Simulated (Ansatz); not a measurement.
Reaction (hydrogenolysis of the Sn–Cl bond): `[Cl][SnH]([Cl])[Cl]` + H₂ → `[Cl][SnH2][Cl]` + HCl

Computed with Ansatz on PBE0-D4/def2-TZVP structures; ΔE is electronic, products minus reactants. CBS: MP2 limit from def2 TZ/QZ plus the TZ coupled-cluster correction, frozen cores. This one scheme is used for every species. DFT in def2-TZVPP. def2 core potentials past Kr. For Sn outer-core shells are correlated without core-valence functions, which leaves a few kJ/mol of doubt a bond.

```tsv
level	ΔE (kJ/mol)
B97M-V	63.0
SCS-MP2/def2-QZVPP	69.5
```

Q: What does CCSD(T)/CBS give? (Best estimate.)

A: The calculation gave: +68.4 kJ/mol. The listed levels differ from it by -5.4, 1.1 kJ/mol.

Q: What do rigid-rotor, harmonic-oscillator terms from PBE0-D4/def2-TZVP frequencies (298.15 K, 1 bar) make of the CCSD(T)/CBS value? (An estimate is asked.)

A: The calculation gave: ΔZPE = +6.3 kJ/mol, ΔH = +71.3 kJ/mol, ΔS = 25 J/(mol·K), ΔG = +63.7 kJ/mol.

Largest T1 diagnostic among the species: 0.011.

Leaving LDA and LC-ωPBE aside and taking each functional with its dispersion term where it has one, the values, not all of them listed here, spread over 10.7 kJ/mol, from CAM-B3LYP-D4 to BLYP-D4. LDA lies −6.4 kJ/mol from PBE without D4. In def2-TZVPP, CCSD(T) changes the Hartree–Fock value by +4.5 kJ/mol (the triples alone add +4.2 kJ/mol) and MP2 by +14.3 kJ/mol.
